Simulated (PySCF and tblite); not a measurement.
Values are calculated unless marked as measured or tabulated.
4 regioisomers of C8H11F3:

| isomer | SMILES |
| --- | --- |
| A | [F:1][C:2]([F:3])([F:4])[C@@H:5]1[CH2:6][CH:7]=[CH:8][CH2:9][CH2:10][CH2:11]1 |
| B | [F:1][C:2]([F:3])([F:4])[C:5]1=[CH:6][CH2:7][CH2:8][CH2:9][CH2:10][CH2:11]1 |
| C | [F:1][C:2]([F:3])([F:4])[CH:5]1[CH2:6][CH2:7][CH:8]=[CH:9][CH2:10][CH2:11]1 |
| D | [F:1][C:2]([F:3])([F:4])[C@@H:5]1[CH:6]=[CH:7][CH2:8][CH2:9][CH2:10][CH2:11]1 |

Each isomer is a Boltzmann average at 298.15 K over at most 4 conformers: GFN2-xTB geometries, energies PBE0/6-31G* (D3(BJ) added where defined), GFN2-xTB thermal terms. Programs: PySCF with density fitting and tblite.

Problem. Rank the isomers by free energy at 298.15 K.

Solution. 
| isomer | ΔG (kcal/mol) | ΔE, lowest conformer | conformers | largest weight % | rms dipole (D) |
| --- | --- | --- | --- | --- | --- |
| B | 0.0 | 0.0 | 2 | 89 | 2.86 |
| C | 0.9 | 0.8 | 3 | 53 | 2.11 |
| A | 1.0 | 0.7 | 3 | 71 | 2.28 |
| D | 1.6 | 1.3 | 3 | 75 | 2.53 |

ΔG is for one enantiomer.
